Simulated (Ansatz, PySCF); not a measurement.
This Ansatz (a program for electronic structure) input computes a BLYP/def2-TZVPD energy:

Ansatz 0.2 input:
```yaml
crystal:
  periodic: [false, false, false]
  atoms:
    - {symbol: Ge, position_ang: [-0.00564895, 0.00110658, 0.44929983]}
    - {symbol: F, position_ang: [0.70485134, 1.19282022, -0.79296222]}
    - {symbol: F, position_ang: [-0.68476618, -1.19675475, -0.80454829]}
basis:
  gaussian:
    orbitals: def2-TZVPD
hamiltonian:
  xc: {name: BLYP}
total_charge: -1
magnetization: {spin_polarized: true, initial_magnetization: 1}
output: {forces: true}
```

Write an input for the same energy in PySCF and say what it gives.


```python
from pyscf import gto, scf, dft

mol = gto.M(
    atom='''
    Ge   -0.00564895    0.00110658    0.44929983
    F     0.70485134    1.19282022   -0.79296222
    F    -0.68476618   -1.19675475   -0.80454829
    ''',
    basis='def2-tzvpd',
    charge=-1,
    spin=1,
    verbose=4,
)

mf = dft.UKS(mol, xc='blyp').density_fit(auxbasis='def2-universal-jkfit')
mf.grids.level = 3
mf.conv_tol = 1e-9
mf.max_cycle = 100
mf.max_memory = 1500
mf.kernel()
if not mf.converged:
    mf = mf.newton()
    mf.kernel(mf.make_rdm1())
for _ in range(2):
    mo, _, stable, _ = mf.stability(return_status=True)
    if stable:
        break
    mf.kernel(mf.make_rdm1(mo, mf.mo_occ))
mf.analyze()
```
It gives -2276.94913 Eh, and Ansatz -2276.94903 Eh, a difference of 0.10 mEh, from the treatment of integrals and grids.
